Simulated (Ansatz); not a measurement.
Compare A (`C#[C][GeH2][GaH][NH2]`) with its isomer B (`[CH3][GaH][GeH2][C]#N`).

Isolated molecules relaxed with PBE0-D4/def2-TZVP in Ansatz; ΔE leaves out vibrations. CCSD(T)/CBS adds triple-zeta CCSD(T) − MP2 to the extrapolated MP2 energy (def2 sets, frozen cores). DFT in def2-TZVPP. For Ga, Ge outer-core shells are correlated without core-valence functions, which leaves a few kJ/mol of doubt a bond. Scalar relativity is left out up to krypton. One conformer a species, not always the lowest.

A:

```xyz
11

C    -2.564   -0.903   -1.750
C    -1.973   -0.604   -0.742
Ge   -0.952   -0.144    0.801
Ga    1.409   -0.311    0.215
N     2.394    1.201    0.399
H    -3.097   -1.166   -2.635
H    -1.376   -1.112    1.921
H    -1.382    1.275    1.218
H     2.150   -1.585   -0.306
H     2.020    2.082    0.708
H     3.371    1.268    0.169
```

B:

```xyz
11

C    -1.083   -0.037   -1.699
Ga    0.218   -1.073   -0.665
Ge    1.045   -0.165    1.468
C     0.203    1.561    1.711
N    -0.343    2.574    1.770
H    -1.269    0.942   -1.257
H    -2.027   -0.587   -1.747
H    -0.732    0.091   -2.726
H     0.771   -2.474   -1.115
H     0.665   -0.961    2.727
H     2.553    0.129    1.532
```

**Question.** Which is lower in electronic energy at CCSD(T)/CBS, and by how much? (Best estimate.)

**Answer.** Computed: B, by 67.8 kJ/mol.

**Question.** Give E(B) − E(A) in kJ/mol with PBE-D4, r2SCAN-D4, CCSD(T)/def2-TZVPP, PBE0-D4, CCSD/def2-TZVPP, HF/def2-TZVPP, MP2/def2-TZVPP. (Estimate.)

**Answer.** Ansatz gave: PBE-D4 -76.5, r2SCAN-D4 -74.1, CCSD(T)/def2-TZVPP -78.0, PBE0-D4 -77.0, CCSD/def2-TZVPP -79.3, HF/def2-TZVPP -86.2, MP2/def2-TZVPP -75.1. None reverses the order clearly.

Largest T1 diagnostic: 0.014.

In def2-TZVPP, CCSD(T) changes the Hartree–Fock value by +8.3 kJ/mol (the triples alone add +1.3 kJ/mol) and MP2 by +11.1 kJ/mol.
